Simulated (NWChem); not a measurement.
# CH4BF; SMILES CBF

```xyz
7

B     -0.4892    -0.1511    -0.0008
H     -1.6941    -0.2987     0.0019
F      0.2313    -1.2643     0.0002
C      0.2014     1.2452    -0.0016
H     -0.1166     1.8084     0.8932
H     -0.1590     1.8370    -0.8604
H      1.2994     1.2010    -0.0266
```
Atoms are numbered in this order, from 1.

STO-3G and 3-21G are far too small for this property and stand as cheap habits. Structure relaxed at the PBE0/def2-SVP level.

Task: Give the principal values of the shielding tensors (ppm) of B1, F3, C4 from Hartree-Fock/STO-3G, GIAO (NWChem), with their diamagnetic and paramagnetic parts as GIAO splits them.

Result: 
```csv
atom,σ11,σ22,σ33,isotropic,diamagnetic,paramagnetic
B1,42.3,76.0,135.5,84.6,198.8,-114.2
F3,122.4,159.8,651.6,311.3,454.7,-143.5
C4,222.9,237.2,244.7,235.0,246.2,-11.2
```
